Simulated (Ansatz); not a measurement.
`COB(C)OC` → B• + 3 C• + 9 H• + 2 O•  (atomization)

Program: Ansatz. Geometries: PBE0-D4/def2-TZVP. ΔE: electronic, gas phase. CBS: MP2 limit from def2 TZ/QZ plus the TZ coupled-cluster correction, frozen cores. This one scheme is used for every species, atoms too. Functionals use def2-TZVPP. B3LYP here is the variant with VWN-RPA as its local correlation; programs differ in this. Open shells (•) are unrestricted, without spin–orbit coupling. Spin–orbit coupling would lower the free atoms: a little for B, C, O. One conformer a species, not always the lowest.

| level | ΔE (kJ/mol) | difference from CCSD(T)/CBS |
| --- | --- | --- |
| PBE-D4 | 6211.9 | 125.9 |
| r2SCAN-D4 | 6116.5 | 30.5 |
| PBE0-D4 | 6109.9 | 23.9 |
| B3LYP-D4 | 6100.1 | 14.1 |
| ωB97X-V | 6096.6 | 10.6 |
| ωB97M-V | 6113.8 | 27.8 |
| B2PLYP | 6043.3 | -42.7 |
| PBE | 6186.4 | 100.4 |
| r2SCAN | 6109.7 | 23.7 |
| PBE0 | 6088.3 | 2.3 |
| B3LYP | 6059.7 | -26.3 |
| HF/def2-TZVPP | 4553.2 | -1532.8 |
| MP2/def2-TZVPP | 6050.0 | -36.0 |
| SCS-MP2/def2-TZVPP | 6016.5 | -69.5 |
| CCSD/def2-TZVPP | 5872.6 | -213.4 |
| CCSD(T)/def2-TZVPP | 5950.5 | -135.5 |
| HF/def2-QZVPP | 4559.6 | -1526.4 |
| MP2/def2-QZVPP | 6129.9 | 43.9 |
| SCS-MP2/def2-QZVPP | 6106.1 | 20.1 |
| HF/CBS(def2) | 4560.7 | -1525.3 |
| MP2/CBS(def2) | 6185.5 | 99.5 |
| CCSD/CBS(def2) | 6008.1 | -77.9 |
| CCSD(T)/CBS | 6086.0 | 0 |

Largest T1 diagnostic among the species: 0.014.

The D4 term adds +40.4 kJ/mol with B3LYP and +21.5 kJ/mol with PBE0; it sums over pairs of atoms, weighted by their polarisabilities, and B3LYP, whose exchange is more repulsive, gets the larger term. From PBE to PBE0 (25 % exact exchange), in def2-TZVPP and without D4, ΔE moves by −98.1 kJ/mol: exact exchange takes away binding that semilocal exchange gives to molecules.

For atomizations the MP2-based limit and the directly extrapolated one differ by several kJ/mol either way, and by 10 to 25 for some Ge, Se and Sn compounds, so smaller differences from it don't rank the levels.
